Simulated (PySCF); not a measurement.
Compound: C6H7Cl.
SMILES with atom numbers: `[Cl:1][C@@H:2]1[C@@H:3]2[CH:4]=[CH:5][CH2:6][C@H:7]12`

NICS = −σ at a ghost point: NICS(0) at the centroid of the ring atoms, NICS(1) 1 Å to either side along the normal of their mean plane, zz for the tensor component along that normal. Level: GIAO PBE0/pcSseg-1 (PySCF, non-relativistic, gas phase) on the PBE0-D3(BJ)/def2-SVP geometry, one conformer.

Ring bond lengths (Å), with Mayer bond orders in brackets: C2–C3 1.506 (0.90), C3–C7 1.525 (0.90), C7–C2 1.493 (0.92); C3–C4 1.486 (1.02), C4–C5 1.338 (1.85), C5–C6 1.504 (1.03), C6–C7 1.521 (1.01), C7–C3 1.525 (0.90).

Q: What do the NICS probes read (ppm)?

A: 
```
          ring                                                    type  NICS(0)  NICS(1), two faces  NICS(1)zz, two faces  rms pucker (Å)  centre to ring atoms, mean (Å)
      C2–C3–C7          3-membered carbocycle; formal bonds all single    -39.9         -8.8 / -8.4         -23.4 / -14.4            0.00                            0.87
C3–C4–C5–C6–C7  5-membered carbocycle; formal bonds 1 double, 4 single     -6.2         -2.9 / -7.2          -4.7 / -12.0            0.01                            1.25
```

Q: What can be read from them?

A: 
- C2–C3–C7: mean NICS(1)zz -18.9 ppm, shielded. C2, C3, C7 have four or more neighbours, and the NICS criterion for π rings isn't applied. The two faces differ by 9.0 ppm, so no symmetry operation interchanges them. NICS(0) lies 31 ppm below the mean NICS(1).
- C3–C4–C5–C6–C7: mean NICS(1)zz -8.3 ppm, shielded. C3, C6, C7 have four or more neighbours; no verdict on aromaticity is drawn. The two faces differ by 7.3 ppm, so no symmetry operation interchanges them.

Q: At the first NICS(1) probe listed for ring C2–C3–C7, 1 Å off the ring, what do the in-plane components average?

A: The isotropic value is a third of the trace: (3 × -8.8 − (-23.4))/2 = -1.5 ppm.

Q: What are the shieldings of the ring atoms and their hydrogens in the same run (means over atoms taken as equivalent)?

A: 
```csv
atoms,environment,σ isotropic (ppm),"principal values of the symmetric part, first atom (ppm)"
C2,sp3 C–Cl carbon,139.2,"94.5, 120.7, 202.5"
C3,sp3 carbon at a ring junction,150.6,"110.2, 142.4, 199.3"
C4,alkene CH carbon,47.9,"-61.4, 64.9, 140.3"
C5,alkene CH carbon,42.0,"-72.0, 51.0, 147.0"
C6,allylic carbon,148.8,"129.4, 149.0, 167.9"
C7,sp3 carbon at a ring junction,159.5,"123.6, 153.9, 201.0"
H on C2,methine hydrogen,28.23,"20.6, 27.6, 36.5"
H on C3,methine hydrogen,29.11,"23.0, 25.9, 38.4"
H on C4,vinylic hydrogen,25.53,"23.3, 25.2, 28.1"
H on C5,vinylic hydrogen,25.47,"23.9, 24.7, 27.9"
H on C6,methylene hydrogen,28.69,"23.6, 26.1, 36.4"
H on C6,methylene hydrogen,28.80,"24.2, 27.7, 34.5"
H on C7,methine hydrogen,29.63,"22.7, 26.7, 39.5"
```

Q: How do the values depend on the level or the medium?

A: 
```json
{"level": "PBE0/pcSseg-1, gas", "NICS(0), C2–C3–C7": "-39.9", "mean NICS(1)zz, C2–C3–C7": "-18.9", "NICS(0), C3–C4–C5–C6–C7": "-6.2", "mean NICS(1)zz, C3–C4–C5–C6–C7": "-8.3"}
{"level": "mPW1PW91/pcSseg-2, gas", "NICS(0), C2–C3–C7": "-40.3", "mean NICS(1)zz, C2–C3–C7": "-18.6", "NICS(0), C3–C4–C5–C6–C7": "-6.2", "mean NICS(1)zz, C3–C4–C5–C6–C7": "-8.0"}
```

The geometry is the same throughout.

Time: 28 s. Hardware: an Arm Neoverse V1 with one thread, on a shared host. This is the whole shielding run at PBE0/pcSseg-1, SCF included.
